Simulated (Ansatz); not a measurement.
Calculation: frozen-core CCSD(T)/cc-pVDZ // B3LYP-D3(BJ)/def2-SVP in Ansatz (a program for electronic structure).

Ansatz 0.2 input:
```yaml
crystal:
  periodic: [false, false, false]
  atoms:
    - { symbol: C, position_ang: [-1.235535, 1.664692, -0.239424] }
    - { symbol: C, position_ang: [-0.906599, 0.237122, 0.213628] }
    - { symbol: C, position_ang: [0.582157, 0.065815, 0.60396] }
    - { symbol: C, position_ang: [0.849042, -1.145635, 1.51555] }
    - { symbol: Si, position_ang: [1.880092, 0.108979, -0.802929] }
    - { symbol: C, position_ang: [-1.392708, -0.757921, -0.830069] }
    - { symbol: F, position_ang: [-1.180567, -2.036168, -0.467465] }
    - { symbol: F, position_ang: [-0.775743, -0.579109, -2.019833] }
    - { symbol: F, position_ang: [-2.713335, -0.629779, -1.05258] }
    - { symbol: H, position_ang: [-0.976385, 2.37798, 0.55646] }
    - { symbol: H, position_ang: [-2.305977, 1.77309, -0.46305] }
    - { symbol: H, position_ang: [-0.668084, 1.937771, -1.140954] }
    - { symbol: H, position_ang: [-1.514501, 0.008902, 1.107427] }
    - { symbol: H, position_ang: [0.820974, 0.970746, 1.19143] }
    - { symbol: H, position_ang: [0.713539, -2.099157, 0.98656] }
    - { symbol: H, position_ang: [0.165033, -1.146891, 2.381391] }
    - { symbol: H, position_ang: [1.87805, -1.122235, 1.907832] }
    - { symbol: H, position_ang: [3.203902, 0.330712, -0.147737] }
    - { symbol: H, position_ang: [1.93156, -1.184298, -1.538827] }
    - { symbol: H, position_ang: [1.645082, 1.225387, -1.76137] }
basis:
  gaussian: { orbitals: cc-pVDZ }
correlation:
  method: ccsd_t
```

Output:

```
Functional definition: HF
1696 factors; integrals over basis functions are off by at most 1.1e-3 eV
mean field evaluation 1: about -21301.2385 eV, gradient 4.9e1 eV
mean field evaluation 2: about -21301.5812 eV, gradient 4.9e1 eV
mean field evaluation 4: about -21307.3074 eV, gradient 5.0e0 eV
mean field evaluation 8: about -21307.3969 eV, gradient 2.4e-1 eV
mean field evaluation 16: about -21301.2393 eV, gradient 4.9e1 eV
mean field -21307.39718012 eV, -783.0324036967 hartree, gradient 2.4e-6 eV, S^2 0.000000; 0 other end points of the search recorded, 0 dependent functions left out
13 core orbitals not correlated
reference -21307.39718012 eV, -783.0324036967 hartree; 28, 28 occupied and 144, 144 virtual orbitals, 1696 factors
second order -37.31117380 eV of doubles, -0.00000000 eV of singles
cycle   1  -38.43872036 eV  change    -1.1e0 eV  update   1.3e-1
cycle   2  -39.36518610 eV  change   -9.3e-1 eV  update   3.7e-2
cycle   3  -39.57091023 eV  change   -2.1e-1 eV  update   1.8e-2
cycle   4  -39.56580376 eV  change    5.1e-3 eV  update   3.7e-3
cycle   5  -39.56543928 eV  change    3.6e-4 eV  update   1.4e-3
cycle   6  -39.56580285 eV  change   -3.6e-4 eV  update   3.7e-4
cycle   7  -39.56554353 eV  change    2.6e-4 eV  update   1.3e-4
cycle   8  -39.56546242 eV  change    8.1e-5 eV  update   3.8e-5
cycle   9  -39.56547224 eV  change   -9.8e-6 eV  update   1.3e-5
perturbative correction -1.04249324 eV, -0.0383109198 hartree
Total energy: -21348.00514559 eV, -784.5247189030 hartree
```

Cost: roughly 4 core-minutes.
